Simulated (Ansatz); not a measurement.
**Nudged elastic band run: CH₅BO₃**

The input (input.yaml):

```yaml
crystal:
  periodic: [false, false, false]
  atoms:
    - { symbol: O, position_ang: [-1.330102, 0.696774, -0.745502] }
    - { symbol: C, position_ang: [-0.777915, 0.065485, 0.385175] }
    - { symbol: B, position_ang: [0.749272, -0.255392, 0.077932] }
    - { symbol: O, position_ang: [1.29131, 0.084545, -1.109094] }
    - { symbol: O, position_ang: [1.495266, -0.871785, 1.020394] }
    - { symbol: H, position_ang: [-2.239157, 0.90603, -0.606512] }
    - { symbol: H, position_ang: [-1.306225, -0.864445, 0.625809] }
    - { symbol: H, position_ang: [-0.845804, 0.701983, 1.275215] }
    - { symbol: H, position_ang: [0.65728, 0.50765, -1.672286] }
    - { symbol: H, position_ang: [2.389175, -1.022045, 0.751768] }
basis:
  gaussian: { orbitals: def2-SVP }
hamiltonian:
  xc: hf
neb:
  order_check: false
  images: 5
  f_tol: 0.05
  max_iterations: 60
  initial_path: idpp
  optimiser: lbfgs
  climbing: true
  final_atoms:
    - { symbol: O, position_ang: [-1.90152165, 0.46107998, -0.37459058] }
    - { symbol: C, position_ang: [-0.96744603, 0.01407593, 0.567667] }
    - { symbol: B, position_ang: [0.50226951, -0.1728074, 0.0044531] }
    - { symbol: O, position_ang: [0.78264746, 0.36892201, -1.21035346] }
    - { symbol: O, position_ang: [1.41297756, -0.82489887, 0.76674363] }
    - { symbol: H, position_ang: [-1.46048476, 0.9664592, -1.0384399] }
    - { symbol: H, position_ang: [-1.31929031, -0.93588423, 0.97719609] }
    - { symbol: H, position_ang: [-0.91578795, 0.69888835, 1.42698114] }
    - { symbol: H, position_ang: [1.65711408, 0.27035595, -1.55050895] }
    - { symbol: H, position_ang: [2.29262208, -0.89739091, 0.43375093] }
```

Run as:

```bash
$ ansatz run input.yaml --threads 1 --pin off --max-ram 2048MiB --backend cpu --events-out ev --progress --plain --runs-dir out
```

Output, in part (warnings, iteration lines, the closing report on the highest movable image, with atoms numbered from 0):

```
NEB end point (image 0): max|allowed force component| = 9.146e-3 eV/Å (the criterion of neb.relax_end_points is 1.000e-2)
NEB end point (image 6): max|allowed force component| = 1.429e-2 eV/Å (the criterion of neb.relax_end_points is 1.000e-2)
NEB iter   1: max|band force component| = 1.660e0 eV/Å  barrier→ = 1.1135 eV  barrier← = 0.8171 eV  Δτ_max = 0.0344 Å  (246 SCF iters)
NEB iter   2: max|band force component| = 2.191e0 eV/Å  barrier→ = 1.0350 eV  barrier← = 0.7386 eV  Δτ_max = 0.0331 Å  (165 SCF iters)
NEB iter   3: max|band force component| = 3.877e0 eV/Å  barrier→ = 1.0332 eV  barrier← = 0.7368 eV  Δτ_max = 0.0673 Å  (168 SCF iters)
NEB iter   4: max|band force component| = 6.172e0 eV/Å  barrier→ = 1.0929 eV  barrier← = 0.7965 eV  Δτ_max = 0.0337 Å  (165 SCF iters)
NEB iter   5: max|band force component| = 7.189e-1 eV/Å  barrier→ = 0.9132 eV  barrier← = 0.6169 eV  Δτ_max = 0.0053 Å  (168 SCF iters)
NEB iter   6: max|band force component| = 6.995e-1 eV/Å  barrier→ = 0.8956 eV  barrier← = 0.5992 eV  Δτ_max = 0.1030 Å  (170 SCF iters)
NEB iter   7: max|band force component| = 2.113e0 eV/Å  barrier→ = 0.7918 eV  barrier← = 0.4954 eV  Δτ_max = 0.0361 Å  (164 SCF iters)
NEB iter   8: max|band force component| = 3.159e0 eV/Å  barrier→ = 0.7849 eV  barrier← = 0.4885 eV  Δτ_max = 0.0470 Å  (167 SCF iters)
NEB iter   9: max|band force component| = 3.367e0 eV/Å  barrier→ = 0.7838 eV  barrier← = 0.4874 eV  Δτ_max = 0.0552 Å  (169 SCF iters)
NEB iter  10: max|band force component| = 4.421e0 eV/Å  barrier→ = 0.7877 eV  barrier← = 0.4914 eV  Δτ_max = 0.0283 Å  (167 SCF iters)
NEB iter  11: max|band force component| = 7.108e-1 eV/Å  barrier→ = 0.7625 eV  barrier← = 0.4661 eV  CI = image 4  Δτ_max = 0.0123 Å  (169 SCF iters)
NEB iter  12: max|band force component| = 6.749e-1 eV/Å  barrier→ = 0.7657 eV  barrier← = 0.4693 eV  CI = image 4  Δτ_max = 0.2000 Å  (172 SCF iters)
NEB iter  13: max|band force component| = 2.647e0 eV/Å  barrier→ = 0.7642 eV  barrier← = 0.4678 eV  CI = image 4  Δτ_max = 0.0391 Å  (167 SCF iters)
NEB iter  14: max|band force component| = 2.921e0 eV/Å  barrier→ = 0.7296 eV  barrier← = 0.4333 eV  CI = image 4  Δτ_max = 0.0434 Å  (168 SCF iters)
NEB iter  15: max|band force component| = 2.904e0 eV/Å  barrier→ = 0.7417 eV  barrier← = 0.4453 eV  CI = image 4  Δτ_max = 0.0194 Å  (168 SCF iters)
NEB iter  16: max|band force component| = 6.456e-1 eV/Å  barrier→ = 0.6808 eV  barrier← = 0.3844 eV  CI = image 4  Δτ_max = 0.0069 Å  (169 SCF iters)
NEB iter  17: max|band force component| = 6.043e-1 eV/Å  barrier→ = 0.6746 eV  barrier← = 0.3782 eV  CI = image 4  Δτ_max = 0.0287 Å  (171 SCF iters)
NEB iter  18: max|band force component| = 1.005e0 eV/Å  barrier→ = 0.6612 eV  barrier← = 0.3648 eV  CI = image 4  Δτ_max = 0.0153 Å  (168 SCF iters)
NEB iter  19: max|band force component| = 8.700e-1 eV/Å  barrier→ = 0.6575 eV  barrier← = 0.3611 eV  CI = image 4  Δτ_max = 0.0042 Å  (169 SCF iters)
NEB iter  20: max|band force component| = 4.992e-1 eV/Å  barrier→ = 0.6505 eV  barrier← = 0.3541 eV  CI = image 4  Δτ_max = 0.0186 Å  (171 SCF iters)
NEB iter  21: max|band force component| = 6.293e-1 eV/Å  barrier→ = 0.6380 eV  barrier← = 0.3417 eV  CI = image 4  Δτ_max = 0.0095 Å  (171 SCF iters)
NEB iter  22: max|band force component| = 5.771e-1 eV/Å  barrier→ = 0.6343 eV  barrier← = 0.3379 eV  CI = image 4  Δτ_max = 0.0054 Å  (170 SCF iters)
NEB iter  23: max|band force component| = 5.130e-1 eV/Å  barrier→ = 0.6304 eV  barrier← = 0.3340 eV  CI = image 4  Δτ_max = 0.1676 Å  (170 SCF iters)
NEB iter  24: max|band force component| = 2.037e0 eV/Å  barrier→ = 0.6600 eV  barrier← = 0.3637 eV  CI = image 4  Δτ_max = 0.0340 Å  (160 SCF iters)
NEB iter  25: max|band force component| = 1.523e0 eV/Å  barrier→ = 0.6076 eV  barrier← = 0.3112 eV  CI = image 4  Δτ_max = 0.0111 Å  (168 SCF iters)
NEB iter  26: max|band force component| = 3.259e-1 eV/Å  barrier→ = 0.5902 eV  barrier← = 0.2938 eV  CI = image 4  Δτ_max = 0.0038 Å  (170 SCF iters)
NEB iter  27: max|band force component| = 2.201e-1 eV/Å  barrier→ = 0.5887 eV  barrier← = 0.2923 eV  CI = image 4  Δτ_max = 0.0217 Å  (171 SCF iters)
NEB iter  28: max|band force component| = 7.107e-1 eV/Å  barrier→ = 0.5871 eV  barrier← = 0.2907 eV  CI = image 4  Δτ_max = 0.0107 Å  (167 SCF iters)
NEB iter  29: max|band force component| = 5.094e-1 eV/Å  barrier→ = 0.5838 eV  barrier← = 0.2874 eV  CI = image 4  Δτ_max = 0.0030 Å  (169 SCF iters)
NEB iter  30: max|band force component| = 1.942e-1 eV/Å  barrier→ = 0.5815 eV  barrier← = 0.2851 eV  CI = image 4  Δτ_max = 0.0039 Å  (170 SCF iters)
NEB iter  31: max|band force component| = 1.288e-1 eV/Å  barrier→ = 0.5806 eV  barrier← = 0.2843 eV  CI = image 4  Δτ_max = 0.0050 Å  (170 SCF iters)
NEB iter  32: max|band force component| = 2.400e-1 eV/Å  barrier→ = 0.5803 eV  barrier← = 0.2839 eV  CI = image 4  Δτ_max = 0.0044 Å  (171 SCF iters)
NEB iter  33: max|band force component| = 2.432e-1 eV/Å  barrier→ = 0.5795 eV  barrier← = 0.2831 eV  CI = image 4  Δτ_max = 0.0036 Å  (170 SCF iters)
NEB iter  34: max|band force component| = 2.340e-1 eV/Å  barrier→ = 0.5790 eV  barrier← = 0.2827 eV  CI = image 4  Δτ_max = 0.0011 Å  (170 SCF iters)
NEB iter  35: max|band force component| = 1.783e-1 eV/Å  barrier→ = 0.5786 eV  barrier← = 0.2823 eV  CI = image 4  Δτ_max = 0.0231 Å  (170 SCF iters)
NEB iter  36: max|band force component| = 3.029e-1 eV/Å  barrier→ = 0.5765 eV  barrier← = 0.2801 eV  CI = image 4  Δτ_max = 0.0048 Å  (167 SCF iters)
NEB iter  37: max|band force component| = 3.491e-1 eV/Å  barrier→ = 0.5754 eV  barrier← = 0.2791 eV  CI = image 4  Δτ_max = 0.0051 Å  (171 SCF iters)
NEB iter  38: max|band force component| = 2.887e-1 eV/Å  barrier→ = 0.5750 eV  barrier← = 0.2786 eV  CI = image 4  Δτ_max = 0.0014 Å  (170 SCF iters)
NEB iter  39: max|band force component| = 9.605e-2 eV/Å  barrier→ = 0.5744 eV  barrier← = 0.2780 eV  CI = image 4  Δτ_max = 0.0023 Å  (170 SCF iters)
NEB iter  40: max|band force component| = 1.001e-1 eV/Å  barrier→ = 0.5740 eV  barrier← = 0.2776 eV  CI = image 4  Δτ_max = 0.0015 Å  (170 SCF iters)
NEB iter  41: max|band force component| = 9.641e-2 eV/Å  barrier→ = 0.5739 eV  barrier← = 0.2775 eV  CI = image 4  Δτ_max = 0.0028 Å  (171 SCF iters)
NEB iter  42: max|band force component| = 2.388e-1 eV/Å  barrier→ = 0.5738 eV  barrier← = 0.2775 eV  CI = image 4  Δτ_max = 0.0035 Å  (170 SCF iters)
NEB iter  43: max|band force component| = 2.306e-1 eV/Å  barrier→ = 0.5737 eV  barrier← = 0.2773 eV  CI = image 4  Δτ_max = 0.0010 Å  (170 SCF iters)
NEB iter  44: max|band force component| = 9.921e-2 eV/Å  barrier→ = 0.5733 eV  barrier← = 0.2769 eV  CI = image 4  Δτ_max = 0.0032 Å  (169 SCF iters)
NEB iter  45: max|band force component| = 1.509e-1 eV/Å  barrier→ = 0.5730 eV  barrier← = 0.2766 eV  CI = image 4  Δτ_max = 0.0022 Å  (169 SCF iters)
NEB iter  46: max|band force component| = 1.416e-1 eV/Å  barrier→ = 0.5728 eV  barrier← = 0.2764 eV  CI = image 4  Δτ_max = 0.0011 Å  (170 SCF iters)
NEB iter  47: max|band force component| = 1.432e-1 eV/Å  barrier→ = 0.5727 eV  barrier← = 0.2763 eV  CI = image 4  Δτ_max = 0.0021 Å  (171 SCF iters)
NEB iter  48: max|band force component| = 1.322e-1 eV/Å  barrier→ = 0.5725 eV  barrier← = 0.2761 eV  CI = image 4  Δτ_max = 0.0012 Å  (171 SCF iters)
NEB iter  49: max|band force component| = 1.480e-1 eV/Å  barrier→ = 0.5724 eV  barrier← = 0.2760 eV  CI = image 4  Δτ_max = 0.0022 Å  (170 SCF iters)
NEB iter  50: max|band force component| = 1.410e-1 eV/Å  barrier→ = 0.5723 eV  barrier← = 0.2759 eV  CI = image 4  Δτ_max = 0.0010 Å  (170 SCF iters)
NEB iter  51: max|band force component| = 1.382e-1 eV/Å  barrier→ = 0.5721 eV  barrier← = 0.2757 eV  CI = image 4  Δτ_max = 0.2000 Å  (172 SCF iters)
NEB iter  52: max|band force component| = 1.371e0 eV/Å  barrier→ = 0.5751 eV  barrier← = 0.2787 eV  CI = image 4  Δτ_max = 0.0202 Å  (161 SCF iters)
NEB iter  53: max|band force component| = 1.325e0 eV/Å  barrier→ = 0.5702 eV  barrier← = 0.2738 eV  CI = image 4  Δτ_max = 0.0095 Å  (166 SCF iters)
NEB iter  54: max|band force component| = 2.311e-1 eV/Å  barrier→ = 0.5584 eV  barrier← = 0.2620 eV  CI = image 4  Δτ_max = 0.0026 Å  (167 SCF iters)
NEB iter  55: max|band force component| = 2.129e-1 eV/Å  barrier→ = 0.5582 eV  barrier← = 0.2618 eV  CI = image 4  Δτ_max = 0.0125 Å  (170 SCF iters)
NEB iter  56: max|band force component| = 1.407e-1 eV/Å  barrier→ = 0.5580 eV  barrier← = 0.2616 eV  CI = image 4  Δτ_max = 0.0173 Å  (170 SCF iters)
NEB iter  57: max|band force component| = 2.392e-1 eV/Å  barrier→ = 0.5584 eV  barrier← = 0.2620 eV  CI = image 4  Δτ_max = 0.0036 Å  (170 SCF iters)
NEB iter  58: max|band force component| = 2.338e-1 eV/Å  barrier→ = 0.5582 eV  barrier← = 0.2618 eV  CI = image 4  Δτ_max = 0.0015 Å  (170 SCF iters)
NEB iter  59: max|band force component| = 4.991e-2 eV/Å  barrier→ = 0.5579 eV  barrier← = 0.2615 eV  CI = image 4  Δτ_max = 0.0000 Å  (451 SCF iters)
Total energy: -7889.26768671 eV, -289.9252399488 hartree
Atom 0 at    -1.852637     0.159169    -0.339496 Å, force    -0.008826     0.026636    -0.008899 eV/Å
Atom 1 at    -0.868531    -0.242555     0.577078 Å, force    -0.008877    -0.011276    -0.003676 eV/Å
Atom 2 at     0.611770    -0.060872     0.032349 Å, force     0.001523    -0.005508    -0.003091 eV/Å
Atom 3 at     0.875067     0.841422    -0.974077 Å, force     0.030430    -0.003241    -0.025038 eV/Å
Atom 4 at     1.610462    -0.750125     0.618508 Å, force     0.011897    -0.011291     0.003189 eV/Å
Atom 5 at    -1.628111     1.014124    -0.671252 Å, force    -0.013532     0.013296    -0.001539 eV/Å
Atom 6 at    -1.051994    -1.290104     0.818215 Å, force     0.003074    -0.028187    -0.001331 eV/Å
Atom 7 at    -0.968871     0.296635     1.530500 Å, force     0.019087     0.001750     0.008884 eV/Å
Atom 8 at     0.887320     0.530290    -1.865180 Å, force    -0.030007    -0.003578     0.001877 eV/Å
Atom 9 at     2.468626    -0.549184     0.276253 Å, force    -0.004768     0.021400     0.029622 eV/Å
Dipole moment:     0.515452     0.092245    -0.300916 e Å
```

The run converged. Another band between the same ends (5 images) ends at a top of the same energy, where a vibrational analysis finds 1 clearly imaginary mode.

Final band (atoms are numbered from 1 in the order of the input):

| image | path coordinate (Å) | energy (eV) | dihedral C2–B3–O4–H9 (°) |
| --- | --- | --- | --- |
| 0 | 0.00 | 0.00 | 0 |
| 1 | 0.52 | 0.07 | -3 |
| 2 | 1.03 | 0.14 | -7 |
| 3 | 1.54 | 0.34 | -41 |
| 4 | 2.04 | 0.56 | -94 |
| 5 | 2.50 | 0.42 | -141 |
| 6 | 2.96 | 0.30 | 179 |

The run took 7.4 min on 1 thread of Arm Neoverse V1 (shared host), peak memory 0.17 GiB.
